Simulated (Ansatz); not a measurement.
The cluster Li₂Al₅ was relaxed with PBE-D4 (def2-SVP, def2-SVPD) in Ansatz in these states: charge -1 singlet, neutral doublet. The geometries follow in no particular order.

A:

```xyz
7

Li    1.8392    0.6466    0.1103
Li   -0.5036   -1.0184   -2.3108
Al   -1.4635   -0.4573    0.0719
Al    0.2325   -0.5389    2.1397
Al   -0.5051    1.7203    1.3081
Al   -0.3628    1.5236   -1.2874
Al    0.7634   -1.8757   -0.0319
```

B:

```xyz
7

Li   -2.5456   -1.3604   -0.6496
Li    0.8478    2.8341    0.0005
Al    1.2088    0.6257    1.5091
Al   -0.5674   -1.5538    1.1843
Al    0.2500   -1.6895   -1.2272
Al    1.8466    0.3204   -0.9435
Al   -1.0401    0.8235    0.1265
```

Task: Judge from the bond lengths which geometry belongs to which state (an estimate).

Result: A is the charge -1 singlet (Al3–Al4 2.676 Å, Li1–Al4 2.847 Å, Li2–Al6 2.744 Å); B is the neutral doublet (Al3–Al4 2.830 Å, Li1–Al4 2.704 Å, Li2–Al6 2.865 Å).

At PBE-D4/def2-SVPD the highest occupied level of the relaxed charge -1 singlet lies above zero (up to 0.05 eV). By energy differences its removal costs 1.84 eV (each at its own geometry, to the charge 0 doublet, at PBE0-D4/def2-TZVPD). These are the stationary points nearest to one start from a short search; other shapes may lie lower in each state.
